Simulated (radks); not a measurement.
Results of a calculation; reference values are marked as such.
Q: These are the eigenvalues of the occupied orbitals of an atom or ion with whole-number occupations (eV). Code: a radial shooting solver on a logarithmic mesh with Libxc functionals. Model: non-relativistic Kohn-Sham, r2SCAN, spin-polarised, spherical densities, point nucleus; meta-GGA in the generalised Kohn-Sham scheme.

| orbital | eigenvalue |
|---|---|
| 1s up | -73445.06 |
| 1s down | -73444.30 |
| 2s up | -12520.04 |
| 2s down | -12519.92 |
| 2p up | -12042.79 |
| 2p down | -12042.28 |
| 3s up | -3152.961 |
| 3s down | -3152.806 |
| 3p up | -2928.252 |
| 3p down | -2927.894 |
| 3d up | -2509.933 |
| 3d down | -2509.514 |
| 4s up | -888.9959 |
| 4s down | -888.2876 |
| 4p up | -791.0219 |
| 4p down | -790.2072 |
| 4d up | -611.3010 |
| 4d down | -610.3515 |
| 4f up | -370.8106 |
| 4f down | -369.5887 |
| 5s up | -341.5210 |
| 5s down | -333.4192 |
| 5p up | -305.7157 |

Which element is it, and in what charge state? The configuration may be excited. Open shells, if any, are filled with parallel spins first.

A: Z = 79, gold, charge +14: Au14+ in [Kr] 4d10 4f14 5s2 5p3. The list shows which subshells hold electrons but not how many an open one holds; the 1s level, -2699.1 hartree, gives Z - s = 73.5 by -(Z - s)^2/2, which with screening narrows Z to a few neighbours, and the depths of the outer levels then fix element, charge and occupations together.
